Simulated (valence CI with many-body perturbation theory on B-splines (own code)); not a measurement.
The numbers below are computed, except where a source is named.
**Ag XXVI in three bases**

Method: valence CI with perturbative core correlation (CI+MBPT): four valence electrons over a frozen Dirac-Fock core [Ar], radial functions for each j: 7 s, 7 p, 8 d, 6 f, 4 g, 1 h, with the one-electron correlation potential Σ1, the two-electron term Σ2, the three-electron term Σ3, Breit, model QED; selected CI, second order for the rest, scaled by the run's own slope (own B-spline code, finite nucleus).

No measured levels were compared; by estimate terms of the open shell hold to 2 to 4 % of their energy, and close levels can change places. Only levels of the ground parity were solved; by the run's estimate the other parity begins above the list, which can be wrong where configurations are misplaced.

The reference run has the lowest level 3d⁴ ⁵D_0 and an ionisation energy of 1308.01 eV. Its largest variational space holds 17813 state functions.

Names give the largest LS component (configuration and term), which can be under half, so a name can repeat, a term be missing and a line seem to break the LS rules; names also repeat where a configuration has a term twice. Letters in brackets count levels of one name in rising energy.

Changed runs:
A. basis 6 s, 6 p, 5 d, 5 f, 1 g
B. basis 5 s, 5 p, 4 d, 4 f

Excitation energies of the reference run in cm⁻¹, and shifts in cm⁻¹:

| Level | Reference | A | B |
| --- | --- | --- | --- |
| 3d⁴ ⁵D_1 | 27897 | -150 | -276 |
| 3d⁴ ⁵D_2 | 50049 | -196 | -343 |
| 3d⁴ ⁵D_3 | 66102 | -174 | -277 |
| 3d⁴ ⁵D_4 | 74396 | -55 | -14 |
| 3d⁴ ³P_0 [a] | 107145 | +126 | +276 |
| 3d⁴ ³H_4 | 115688 | +86 | +445 |
| 3d⁴ ³G_3 | 137058 | +164 | +669 |
| 3d⁴ ³F_2 [a] | 141290 | +262 | +858 |
| 3d⁴ ³H_5 | 144112 | +119 | +640 |
| 3d⁴ ³P_1 [a] | 146241 | +199 | +627 |
| 3d⁴ ³H_6 | 155181 | +160 | +761 |
| 3d⁴ ³G_4 | 170066 | +184 | +739 |
| Ionisation energy (eV) | 1308.01 | -0.09 | -0.14 |
